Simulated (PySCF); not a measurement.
C5H10SSi.
InChI=1S/C5H10SSi/c1-4(6)5-2-7-3-5/h5H,2-3,7H2,1H3

Computed with PySCF, TDDFT PBE0/def2-SVPD, vertical, gas phase, core orbitals frozen in the response. Geometry: PBE0-D3(BJ)/def2-SVP, one conformer, isolated molecule. Torsions of this conformer, `[CH3:1][C:2](=[S:3])[CH:4]1[CH2:5][SiH2:6][CH2:7]1`: C1–C2–C4–C5 -169°.

| state | E (eV) | E (kJ/mol) | λ (nm) | f | main configurations (H = HOMO, L = LUMO) |
| --- | --- | --- | --- | --- | --- |
| S1 | 2.60 | 251 | 476.3 | 0.0003 | H→L (100%) |
| S2 | 5.11 | 493 | 242.7 | 0.040 | H-2→L (57%), H-1→L (35%) |
| S3 | 5.43 | 524 | 228.3 | 0.082 | H-2→L (39%), H-1→L (31%), H-3→L (28%) |
| S4 | 5.74 | 554 | 216.1 | 0.028 | H→L+1 (50%), H→L+2 (22%), H-3→L (18%) |
| S5 | 5.78 | 558 | 214.6 | 0.072 | H→L+2 (52%), H-3→L (30%), H-1→L (11%) |
| S6 | 5.89 | 568 | 210.4 | 0.097 | H→L+1 (47%), H→L+2 (20%), H-3→L (14%) |
| S7 | 6.00 | 579 | 206.8 | 0.0002 | H-4→L (65%), H-5→L (32%) |
| S8 | 6.38 | 616 | 194.2 | 0.0091 | H→L+3 (78%) |
| S9 | 6.48 | 625 | 191.3 | 0.051 | H→L+4 (74%) |
| S10 | 6.56 | 633 | 188.9 | 0.015 | H-5→L (60%), H-4→L (30%) |

Triplets (Tamm–Dancoff): T1 2.13 eV, H→L (99%); T2 3.27 eV, H-1→L (82%), H-3→L (9%); T3 4.88 eV, H-2→L (64%), H-3→L (15%), H-1→L (12%); T4 5.39 eV, H-3→L (57%), H-2→L (28%).

The lowest singlet lies at 2.60 eV (476 nm, visible) and is dark (f under 0.0005); its leading configuration is HOMO→LUMO (100%). The strongest level in the table is S6 at 5.89 eV (210 nm, f = 0.097). S1 has the pattern of n→π* at C=S. The oscillator strengths of these states sum to 0.397; summed over the whole spectrum of an exact calculation they would give the number of electrons, 70 (Thomas–Reiche–Kuhn). The listed states span 3.96 eV, and the widest gap between neighbours is 2.50 eV (S1 to S2). Orbital energies (eV): HOMO-3 -8.69, HOMO-2 -8.38, HOMO-1 -8.02, HOMO -6.33, LUMO -1.98, LUMO+1 0.29, LUMO+2 0.42. S1 lies in the visible range (380 to 750 nm), at 476 nm, dark in the vertical dipole picture (f under 0.0005); light of that wavelength is blue, and its complementary colour is yellow; a Tamm–Dancoff triplet lies at 581 nm, without intensity as long as spin–orbit coupling is left out. All these states lie below the vertical ionisation energy of 8.26 eV (ΔSCF). Singlets were solved by full linear response, triplets in the Tamm–Dancoff approximation.
